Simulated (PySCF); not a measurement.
In(OMe)2(SH), SMILES [SH][In]([O]C)[O]C at its PBE0/def2-SVP optimised geometry (Å):

```
13

In     0.2186    -0.3389     0.0000
O     -0.7188    -2.0947     0.0181
C     -2.1096    -2.2343    -0.0207
H     -2.5448    -1.9619    -1.0019
H     -2.3616    -3.2944     0.1621
H     -2.6381    -1.6374     0.7475
O     -0.9344     1.2889     0.0000
C     -0.4437     2.5954     0.0434
H      0.2038     2.8532    -0.8181
H     -1.2991     3.2944     0.0212
H      0.1306     2.8204     0.9640
S      2.6066    -0.3389     0.0000
H      2.6381    -1.6914     0.0036
```

Calculation: PBE0/def2-TZVP, def2 effective core potentials past Kr run with PySCF. The core electrons that the potentials of In replace are not part of the density. Cells within 0.4 Å of a nucleus heavier than hydrogen are left out (blank, or x).

Map of the electron localisation function on the plane z = 0.0 Å:

```
|0000000000000000000000000000000|
|0000000000000000000000000000000|
|0000000000232000000000000000000|
|0000000006998200000000000000000|
|0000000059999610000000000000000|
|0000000089999821100000000000000|
|0000000079999944420000000000000|
|00000000279996x5641000000000000|
|0000000000257xx3641000000000000|
|0000000000015514420000000000000|
|0000000001467873100000000000000|
|000000002578xx74100000111100000|
|000000002688xx85210013455420000|
|0000000014677761111346788752000|
|0000000001234214432577589873000|
|0000000000000158x61581x08874100|
|000000000000027xx72571xx6863100|
|0000001221001148761561x06642000|
|0000002454114312421457887421000|
|0000003576346872111259998410000|
|0000002572377x76200169999500000|
|000000142xx8xxx7300059999500000|
|000000146x267898400028998300000|
|0000003899823787400004763000000|
|0000017999920355200000000000000|
|0000039999920011000000000000000|
|0000028999920000000000000000000|
|0000004999810000000000000000000|
|0000000244100000000000000000000|
|0000000000000000000000000000000|
|0000000000000000000000000000000|
```
Scale: ten equal steps from 0.000 (start of '0') to 1.000 (end of '9'), in the order '0123456789'; x runs from -5.50 to 5.50, y from -5.50 (bottom) to 5.50 (top).
